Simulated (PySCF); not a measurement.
CH4OTe. Atoms are numbered in the order given.

```xyz
7

Te     0.1557    -0.0877     0.3307
C     -0.0094     1.7035    -0.8832
H     -1.0370     2.0877    -0.8738
H      0.3016     1.4423    -1.9029
H      0.6786     2.4528    -0.4642
O     -0.7826    -1.2963    -0.9878
H     -1.7228    -1.2732    -0.7557
```
Charge 0, spin multiplicity 1.

Geometry: B3LYP-D3(BJ)/def2-SVP. The def2 effective core potentials stand for the cores of Te; spin–orbit coupling is left out. Other conformers were not sampled.

All values below come from TDA-ωB97X/def2-SVPD in PySCF.

Vertical excitations. The molecule is in vacuum.

Problem. Give excitation energies, oscillator strengths and character. (The exact figures need the calculation; the answer reports its results.)

Solution. 
| state | energy (eV) | λ (nm) | f | main pairs |
|---|---|---|---|---|
| S1 | 2.96 | 419 | 0.002 | HOMO→LUMO 94 % |
| S2 | 4.83 | 257 | 0.001 | HOMO→LUMO+1 76 %, HOMO→LUMO+5 19 % |
| S3 | 5.28 | 235 | 0.015 | HOMO−1→LUMO 88 % |
| S4 | 5.73 | 216 | 0.162 | HOMO→LUMO+2 89 % |
| S5 | 6.69 | 185 | 0.049 | HOMO→LUMO+3 88 % |
| S6 | 6.98 | 178 | 0.050 | HOMO−2→LUMO 63 %, HOMO−3→LUMO 13 % |
| S7 | 7.02 | 177 | 0.028 | HOMO→LUMO+4 79 % |
| S8 | 7.11 | 174 | 0.016 | HOMO→LUMO+5 72 %, HOMO→LUMO+1 19 % |
| S9 | 7.52 | 165 | 0.141 | HOMO−1→LUMO+1 65 %, HOMO→LUMO+9 10 % |
| S10 | 7.75 | 160 | 0.014 | HOMO→LUMO+6 34 %, HOMO−3→LUMO 27 %, HOMO→LUMO+8 19 % |
| T1 | 2.24 | 553 | 0 | HOMO→LUMO 92 % |
| T2 | 4.08 | 304 | 0 | HOMO→LUMO+1 68 %, HOMO→LUMO+5 29 % |
| T3 | 4.58 | 271 | 0 | HOMO−1→LUMO 89 % |
| T4 | 5.73 | 216 | 0 | HOMO→LUMO+2 89 % |
Triplets are in the Tamm–Dancoff approximation.
